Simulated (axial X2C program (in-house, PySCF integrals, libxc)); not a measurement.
## Spectroscopic constants of VSi⁺

Calculated with an in-house all-electron X2C program for linear molecules (integrals from PySCF). Spin-free means the one-electron spin-free X2C Hamiltonian; two-component (2c) means X2C with spin–orbit coupling and atomic mean-field two-electron Coulomb and Gaunt terms, so the difference of the two also holds small scalar two-electron terms. Basis: V dyall-cv3z [10s10p6d4f2g], Si dyall-v3z [8s7p2d1f] (cores contracted in-house); Gaussian nuclei, density fitting, unrestricted open shells. Masses: V 50.944 u, Si 27.977 u.

Input file and command:
```json
{"zs": [23, 14], "q": 1, "bas": ["dyall-cv3z", "dyall-v3z"], "levels": ["PBE0", "HF", "r2SCAN0"], "cc": true, "r0": 2.5, "thr": -2.0, "nmax": 90, "npts": 10, "nst": 2, "ntry": 6}
```
```bash
python so2c.py task.json out
```

Keys: zs atomic numbers; q charge; bas basis sets; levels methods; cc coupled cluster on or off; r0 starting distance in Å; thr threshold in hartree for freezing inner shells (an s shell follows its p shell); nmax most natural virtual spinors; npts points on the curve; nst determinants followed; ntry starts of the search. HF also brings MP2.

State, spin-free: M_S = 3, Λ = 0 (beyond evenly filled blocks: 2 × σα, π+α, π-α, δ+α, δ-α); electrons by block: σα: 11, σβ: 9, π+α: 4, π+β: 3, π-α: 4, π-β: 3, δ+α: 1, δ-α: 1. Fragments: V+ + Si.

State, 2c: Ω = 3 (⟨Sz⟩ = 3.00, ⟨Lz⟩ = 0.00 at PBE0); electrons by block: 1/2: 14, -1/2: 13, 3/2: 4, -3/2: 4, 5/2: 1. Fragments: V+ + Si.

| Hamiltonian | level | Re (Å) | ωe (cm⁻¹) | ωexe (cm⁻¹) | αe (cm⁻¹) | De (eV) | D0 (eV) | k (mdyn/Å) | μ (D) |
| --- | --- | --- | --- | --- | --- | --- | --- | --- | --- |
| spin-free | PBE0 | 2.377 | 359.8 | 1.45 | 0.00091 | 2.11 | 2.09 | 1.38 | -1.70 |
| spin-free | HF | 2.453 | 343.8 | 2.62 | 0.000956 | 0.824 | 0.803 | 1.26 | -4.78 |
| spin-free | MP2 | 2.367 | 380.4 | 0.608 | 0.00066 | 1.40 | 1.38 | 1.54 | n/a |
| spin-free | CCSD | 2.385 | 373.2 | 1.11 | 0.00076 | 1.63 | 1.61 | 1.48 | n/a |
| spin-free | CCSD(T) | 2.400 | 359.1 | 1.08 | 0.000822 | 1.83 | 1.80 | 1.37 | n/a |
| spin-free | r2SCAN0 | 2.372 | 366.0 | 1.4 | 0.000878 | 2.04 | 2.02 | 1.42 | -2.00 |
| 2c | PBE0 | 2.377 | 359.5 | 1.45 | 0.00091 | n/a | n/a | 1.38 | -1.69 |
| 2c | HF | 2.453 | 343.8 | 2.61 | 0.000956 | n/a | n/a | 1.26 | -4.77 |
| 2c | CCSD | 2.386 | 373.1 | 1.03 | 0.000746 | n/a | n/a | 1.48 | n/a |
| 2c | CCSD(T) | 2.400 | 359.1 | 0.952 | 0.000801 | n/a | n/a | 1.37 | n/a |
| 2c | r2SCAN0 | 2.372 | 365.7 | 1.39 | 0.000878 | n/a | n/a | 1.42 | -2.00 |

Correlated methods: 8 electrons correlated (number of frozen shells: V 3 s, 2 p; Si 2 s, 1 p), 252 virtual spin orbitals or spinors in MP2, 90 natural virtuals in coupled cluster.

Dipoles are positive if Si is the positive end and refer to the centre of mass.

The state is a single determinant with fixed occupations, the lowest that a limited PBE0 search found. De is counted from the lowest determinant-based energies of the atoms at the same level, without counterpoise correction. De is not given where an atomic determinant may have missed its ground term or J level, or where the truncated virtual space spoils (T). Density functionals use the spin component along the axis (collinear). Coupled cluster ran in a truncated set of natural virtual spinors; the MP2 energy of the rest was added. (T) has no such correction and the atoms are truncated less, which lowers De at CCSD(T) by a hundredth of an eV or more. PBE0 can misorder states that lie within some tenths of an eV, so this need not be the ground state of the molecule. The nearest other spin-free determinant of the search, M_S = 2, Λ = 0, lies 0.37 eV up at the distance of the search. The functionals have no current-density term, which raises determinants with orbital currents, atoms included. With several unpaired electrons one determinant need not be a pure state. The outer-core s and p shells of the metal are frozen in the correlated rows, which leaves out core–valence correlation; for alkali and alkaline-earth bonds that tends to lengthen them. Open-shell Ω = 0 determinants with evenly filled partner blocks cannot be reached by this program, so the Ω shown need not be the lowest component. The T1 diagnostic is large, a sign of multireference character.

No reliable constants came from MP2 (2c): no minimum in range, unconverged points, a curve that is not smooth, a change of character along it, or the two Hamiltonians disagreeing along it.

Rough cost a point (2c) on 1 thread(s) of a shared host, integrals apart: PBE0 0.3 s, HF 0.28 s, CCSD(T) 2.8 s, r2SCAN0 0.6 s.

The whole task took 93 s on 1 thread of AMD EPYC 9R45 96-Core Processor (Zen 5), with other jobs on the host.
